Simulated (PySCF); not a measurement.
# Static response to an electric field

Compound: C₂H₁₂Ge₂OSi.
SMILES with atom numbers: `[CH3:1][Ge@H:2]([CH2:3][SiH3:4])[O:5][GeH3:6]` (hydrogens: H7, H8, H9 on C1; H10 on Ge2; H11, H12 on C3; H13, H14, H15 on Si4; H16, H17, H18 on Ge6)

Geometry (PBE0-D3(BJ)/def2-SVP, Å), atoms numbered from 1 in this order:
```
atom  x, y, z in Å
C1    -0.2001    1.3350    1.7019
Ge2   -0.7513   -0.4251    1.0802
C3     0.7649   -1.4672    0.4027
Si4    2.0954   -0.4783   -0.4798
O5    -1.9389   -0.2257   -0.2340
Ge6   -1.8125    0.4265   -1.8761
H7     0.2657    1.9045    0.8835
H8     0.5301    1.2458    2.5202
H9    -1.0711    1.8983    2.0660
H10   -1.5098   -1.2104    2.1679
H11    0.3575   -2.2350   -0.2760
H12    1.2255   -2.0030    1.2502
H13    1.4956    0.3835   -1.5469
H14    3.1105   -1.3714   -1.1195
H15    2.8023    0.4194    0.4855
H16   -1.1153    1.8038   -1.8426
H17   -1.0023   -0.5473   -2.7575
H18   -3.2547    0.5553   -2.3917
```

Level: wB97X-D/def2-SVPD (PySCF), static field, nuclei fixed, core orbitals frozen in the response. The polarisability tensor in these axes (au):

```
x   119.92  -3.50  -0.10
y    -3.50 106.43   0.45
z    -0.10   0.45 114.49
```

Problem. What are the eigenvalues, a third of the trace, and Δα (Δα² = ½Σ(αi − αj)² over the three pairs)?

Solution. Principal values 105.56, 114.50 and 120.78 au; mean 113.61 au = 16.84 Å³ = 18.73 × 10⁻⁴⁰ C²·m²/J; Δα = 13.24 au (12 % of the mean).

Problem. What is the dipole moment, and where does it point?

Solution. (0.93, 0.07, 0.41) D, 1.02 D in size, pointing from the negative to the positive side. Measured along this direction, the outermost atoms are H18 at the negative end and H15 at the positive end.

Problem. Find the Langevin capture rate constant for H3O+ (19.018 u) meeting this molecule (227.908 u), k = 2.342 × 10⁻⁹ cm³/s × √(α in Å³ / reduced mass in u).

Solution. The reduced mass is 17.55 u, so k = 2.29 × 10⁻⁹ cm³/s. The formula leaves out the permanent dipole, which adds to the capture rate.

Problem. Rayleigh depolarisation ratio (linearly polarised light, static tensor)?

Solution. ρ = 3Δα²/(45ᾱ² + 4Δα²) = 526.1/(580854 + 701.5) = 0.000905.

Problem. What would n − 1 = 2πNα be for an ideal gas of these molecules at 500 K and 1 atm, electronic part alone?

Solution. N = p/kT = 1.4678 × 10¹⁹ cm⁻³, so n − 1 = 2π × N × 16.84 × 10⁻²⁴ cm³ = 1553 × 10⁻⁶ at long wavelengths.

Problem. Directions of the eigenvectors, and the extent of the frame along each?

Solution. Largest value along (0.97, -0.24, -0.03), where the nuclei span 6.60 Å; middle along (0.04, 0.04, 1.00), 5.40 Å; least along (0.24, 0.97, -0.05), 3.94 Å. The response follows the extents in order.

Isolated species at its PBE0-D3(BJ)/def2-SVP geometry (one conformer only). The calculation is non-relativistic, for germanium too.

These values come from a run that also computed excited states and ΔSCF ions. Hardware: Arm Neoverse N1, one thread, shared host with 64 logical CPUs at a one-minute load of 51. Cost: 12 min wall, 1.4 GiB resident at most.
